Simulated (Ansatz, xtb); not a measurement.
# Relative energy of two isomers of C2O2Se

Structure I: `O=C1OC1=[Se]`, a singlet. Structure II: `O=C1[Se]C1=O`, a singlet. Both are isolated molecules in the gas phase, relaxed with r2SCAN-D4/def2-SVP.

I (Å):

```yaml
atoms:
  - { symbol: C, position_ang: [0.1094, -0.8224, -0.5159] }
  - { symbol: C, position_ang: [1.0532, -0.6981, -1.5681] }
  - { symbol: O, position_ang: [-0.8904, -0.9007, 0.0992] }
  - { symbol: O, position_ang: [1.4966, -0.8345, -0.2350] }
  - { symbol: Se, position_ang: [1.7547, -0.5217, -3.1392] }
```

II (Å):

```xyz
5

C     0.0819   -1.1198   -0.9188
C     1.1493   -0.3423   -1.4767
O    -1.0066   -1.5861   -1.0119
O     1.5902    0.3055   -2.3695
Se    1.6200   -1.0125    0.3313
```

Quicker runs give these differences E(II) − E(I): GFN2-xTB −13.0 kcal/mol; HF/STO-3G −4.1 kcal/mol (at GFN2-xTB geometries); r2SCAN-D4/def2-SVP//GFN2-xTB −17.9 kcal/mol.

Problem. Estimate E(II) − E(I) at the level CCSD(T)/def2-SVP + ΔMP2/def2-TZVPP.

Solution. Calculated at CCSD(T)/def2-SVP + ΔMP2/def2-TZVPP: E(II) − E(I) = −16.5 kcal/mol, so structure II lies lower.

How the difference moves with the method:

```
                             level            geometry  E(II) − E(I) (kcal/mol)  departure from the last row (kcal/mol)  job, with rough time for the two
                          GFN2-xTB            GFN2-xTB                     −13.0                                    +3.4              optimisation, 0.53 s
                         HF/STO-3G            GFN2-xTB                      −4.1                                   +12.4               single point, 2.8 s
      r2SCAN-D4/def2-SVP//GFN2-xTB            GFN2-xTB                     −17.9                                    −1.4                single point, 10 s
                r2SCAN-D4/def2-SVP  r2SCAN-D4/def2-SVP                     −19.3                                    −2.8                optimisation, 90 s
                       HF/def2-SVP  r2SCAN-D4/def2-SVP                     −11.2                                    +5.3           part of the CCSD(T) run
                      MP2/def2-SVP  r2SCAN-D4/def2-SVP                     −15.3                                    +1.2           part of the CCSD(T) run
                  CCSD(T)/def2-SVP  r2SCAN-D4/def2-SVP                     −15.1                                    +1.3                      single point
CCSD(T)/def2-SVP + ΔMP2/def2-TZVPP  r2SCAN-D4/def2-SVP                     −16.5                                                        single point, 84 s
```

As drawn, II has 1 C=O, 2 C–Se in place of 2 C–O, 1 C=Se.

None of the levels shown reverses the order. The largest departure from CCSD(T)/def2-SVP + ΔMP2/def2-TZVPP is that of HF/STO-3G, 12.4 kcal/mol. The last row adds to CCSD(T) the change of the MP2 difference between the two basis sets, here −1.3 kcal/mol.

With harmonic frequencies from r2SCAN-D4/def2-SVP (ideal gas, rigid rotor, one conformer each, 600 K, 1 atm): the zero-point term adds −0.1 kcal/mol; ΔH is −16.3 and ΔG −16.4 kcal/mol.

The T1 diagnostic of structure II is large, so the coupled-cluster value is less sure. The correlated steps freeze 13 core orbitals; the filled d shell of Se is correlated, in a basis made for valence electrons. Programs: Ansatz 0.2.0, xtb 6.7.1; the last row on 1 thread of AMD EPYC (Zen 3) on a shared host.
